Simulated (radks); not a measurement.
Ionisation of neutral phosphorus, [Ne] 3s2 3p3, to [Ne] 3s2 3p2 as the strength of local exchange is varied. All-electron calculation, scalar-relativistic Kohn-Sham, Slater X-alpha exchange (alpha = 2/3 is LDA exchange), no correlation, spin-polarised, spherical densities, finite nucleus; open shells are filled with parallel spins first; Fermi nuclear charge, rms radius 3.1889 fm. Program: a radial shooting solver on a logarithmic mesh with Libxc functionals.

| alpha | E(P) (hartree) | exchange (hartree) | IE (eV) | -e of the level emptied (eV) | <r> of it (bohr) |
|---|---|---|---|---|---|
| 0.657 | -339.43382 | -20.45342 | 9.568 | 5.426 (3p) | 2.377 |
| 0.667 | -339.74532 | -20.78128 | 9.681 | 5.526 (3p) | 2.368 |
| 0.917 | -347.61326 | -29.13705 | 12.688 | 8.248 (3p) | 2.179 |
| 0.972 | -349.36491 | -31.01627 | 13.398 | 8.903 (3p) | 2.143 |
| 1.008 | -350.51549 | -32.25429 | 13.871 | 9.342 (3p) | 2.120 |

NIST Atomic Spectra Database: 10.487 eV (measured). The Delta-SCF value meets it near alpha = 0.73. Open shells are spherical and high-spin; term and fine-structure splittings are not resolved.
